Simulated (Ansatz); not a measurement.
Si2Mo5⁻ (the lowest doublet isomer of a short search) was relaxed with PBE-D4 (def2-SVPD) in Ansatz in these states: charge -1 doublet, charge -1 quartet. The geometries follow in no particular order.

In the def2 sets Mo takes a core potential; there is no spin–orbit coupling.

A:

```xyz
7

Mo   -0.754    1.083    0.592
Mo   -0.550   -0.177   -1.628
Mo   -0.713   -1.207    0.546
Mo    1.578    0.507    0.897
Mo    1.419    1.223   -1.219
Si    1.587   -1.269   -0.911
Si   -2.568   -0.161    1.723
```

B:

Cartesian coordinates in Å:
```
Mo 0.7804 -1.1042 0.5103
Mo -1.0824 -0.7820 -1.1259
Mo 1.2242 0.6578 -0.8120
Mo -0.3106 0.9431 1.4376
Mo -2.0623 -0.4808 0.9445
Si -1.6390 1.5622 -0.5582
Si 3.0897 -0.7959 -0.3963
```

Judge from the bond lengths which geometry belongs to which state (an estimate).

A is the charge -1 doublet (Mo2–Mo3 2.411 Å, Mo3–Si6 2.723 Å, Mo3–Mo5 3.683 Å); B is the charge -1 quartet (Mo2–Mo3 2.737 Å, Mo3–Si6 3.013 Å, Mo3–Mo5 3.896 Å).

At PBE0-D4/def2-TZVPD a doublet lies 0.13 eV below the charge -1 quartet. These are the stationary points nearest to one start from a short search; other shapes may lie lower in each state.
